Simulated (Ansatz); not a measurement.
Species: C₃H₅F, SMILES `C(F)C=C` (C–C–C–F torsion 0°) (charge 0, multiplicity 1), formula C3H5F.

Question: How many basis functions does frozen-core CCSD(T)/cc-pVTZ // B3LYP-D3(BJ)/def2-TZVP in Ansatz (a quantum-chemistry and plane-wave program) use, how many core orbitals are frozen, and how many electrons are correlated?

Answer: 190 basis functions and 4 frozen orbitals, which leaves 24 correlated electrons. Core time is of the order of minutes.
